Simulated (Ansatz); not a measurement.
`F[Si](F)(F)I`. Total charge 0; spin multiplicity 1. I takes the def2 core potential. All single points use the PBE0-D4/def2-TZVP geometry.

```xyz
5

F    -1.127   -1.143    0.257
Si   -0.093   -0.018   -0.104
F    -0.891    1.306   -0.378
F     0.631   -0.433   -1.434
I     1.480    0.288    1.659
```

(1) What is the dipole moment at ωB97M-V/def2-TZVPP? (Best estimate.)

(2) And with PBE, r2SCAN, B3LYP? (Best estimate.)

(3) Give the Mulliken charges with ωB97M-V, B3LYP, r2SCAN in def2-TZVPP. (Estimate.)

## Answers

(1) Ansatz gave: 1.14 D, with components (0.75, 0.15, 0.84) D in this frame, pointing from negative to positive charge.

(2) Computed: PBE 1.14 D, r2SCAN 1.11 D, B3LYP 1.22 D.

(3) The calculation gave: 
```tsv
atom	ωB97M-V	B3LYP	r2SCAN
F1	-0.26	-0.27	-0.27
Si2	0.84	0.89	0.89
F3	-0.26	-0.27	-0.27
F4	-0.26	-0.27	-0.27
I5	-0.06	-0.07	-0.08
```

B3LYP here is the variant with VWN-RPA as its local correlation; programs differ in this.
